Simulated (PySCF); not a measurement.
## Ionisation energy of Sb by level of theory

Sb [Kr] 4d10 5s2 5p3 (4S) → Sb+ [Kr] 4d10 5s2 5p2 (3P), as a difference of total energies. All numbers are calculated (PySCF 2.14, the spin-free X2C one-electron Hamiltonian (Gaussian nucleus), in aug-cc-pwCVTZ-DK3 (10s9p7d4f1g, 109 functions)). Correlated levels: valence: [Kr] 4d10 frozen; valence and next inner shell: [Ar] 3d10 frozen. The calculations carry no spin-orbit coupling.

```json
{"method": "UHF", "ionisation energy (eV)": "8.568", "error (eV)": "-0.556"}
{"method": "LDA", "ionisation energy (eV)": "9.125", "error (eV)": "+0.001"}
{"method": "PBE", "ionisation energy (eV)": "8.965", "error (eV)": "-0.159"}
{"method": "PBE0", "ionisation energy (eV)": "9.039", "error (eV)": "-0.085"}
{"method": "r2SCAN", "ionisation energy (eV)": "9.159", "error (eV)": "+0.035"}
{"method": "M06-L", "ionisation energy (eV)": "8.643", "error (eV)": "-0.481"}
{"method": "r2SCANh", "ionisation energy (eV)": "9.170", "error (eV)": "+0.046"}
{"method": "CAM-B3LYP", "ionisation energy (eV)": "8.952", "error (eV)": "-0.172"}
{"method": "MP2 (valence)", "ionisation energy (eV)": "8.989", "error (eV)": "-0.135"}
{"method": "SCS-MP2 (valence)", "ionisation energy (eV)": "8.863", "error (eV)": "-0.261"}
{"method": "MP2 (valence and next inner shell)", "ionisation energy (eV)": "9.137", "error (eV)": "+0.013"}
{"method": "SCS-MP2 (valence and next inner shell)", "ionisation energy (eV)": "8.962", "error (eV)": "-0.162"}
```

Reference: 9.124 eV (measured; NIST levels, between the centres of gravity of the two terms).

Errors of the correlated levels include the incompleteness of this basis and the frozen core.
